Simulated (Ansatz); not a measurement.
AlBH8OSi2 can be A, `O[BH][Al]([SiH3])[SiH3]`, or B, `[AlH2][B]([SiH3])O[SiH3]`.

Program: Ansatz. Geometries: PBE0-D4/def2-TZVP. ΔE: electronic, gas phase. CCSD(T)/CBS adds triple-zeta CCSD(T) − MP2 to the extrapolated MP2 energy (def2 sets, frozen cores). DFT in def2-TZVPP. B3LYP here is the variant with VWN-RPA as its local correlation; programs differ in this. One conformer a species, not always the lowest.

A:

Z-matrix (Å, degrees):
```
Si
Al 1 2.465
H 1 1.495 2 109.6
H 1 1.493 2 112.1 3 118.1
H 1 1.491 2 113.9 3 -119.8
B 2 2.144 1 120.9 3 -70.4
Si 2 2.464 1 116.1 3 106.2
O 6 1.356 2 119.1 1 -92.0
H 6 1.211 2 123.0 1 88.1
H 7 1.493 2 110.5 1 -56.5
H 7 1.491 2 114.7 1 -177.7
H 7 1.493 2 110.3 1 61.2
H 8 0.962 6 113.9 2 -179.9
```

B:

```xyz
13

Al    1.3942    0.4774   -1.1729
B     0.0269   -0.4299    0.2510
Si    0.2650   -2.2087    1.2078
O    -1.1060    0.3062    0.5041
Si   -1.3695    1.7599   -0.2350
H     2.5776    1.4302   -0.6848
H     1.2899    0.1570   -2.7327
H     0.4214   -3.2856    0.1854
H     1.5430   -2.1701    1.9789
H    -0.8323   -2.6010    2.1381
H    -2.5896    1.7037   -1.0687
H    -0.1808    2.0156   -1.1383
H    -1.4398    2.8453    0.7672
```

Task: Which is lower in electronic energy at CCSD(T)/CBS, and by how much? (Estimate.)

Result: The calculation gave: B, by 10.3 kcal/mol.

Task: Give E(B) − E(A) in kcal/mol with CCSD/def2-TZVPP, PBE-D4, CCSD(T)/def2-TZVPP, B3LYP-D4, HF/def2-TZVPP, B3LYP, B2PLYP. (Estimate.)

Result: Computed: CCSD/def2-TZVPP -9.8, PBE-D4 -4.7, CCSD(T)/def2-TZVPP -9.7, B3LYP-D4 -10.4, HF/def2-TZVPP -12.5, B3LYP -8.4, B2PLYP -10.1. None reverses the order clearly.

Largest T1 diagnostic: 0.015.

From PBE to PBE0 (25 % exact exchange), in def2-TZVPP and without D4, E(B) − E(A) moves by −1.5 kcal/mol. The D4 term adds −2.1 kcal/mol with B3LYP and −1.0 kcal/mol with PBE0; it sums over pairs of atoms, weighted by their polarisabilities, and B3LYP, whose exchange is more repulsive, gets the larger term.
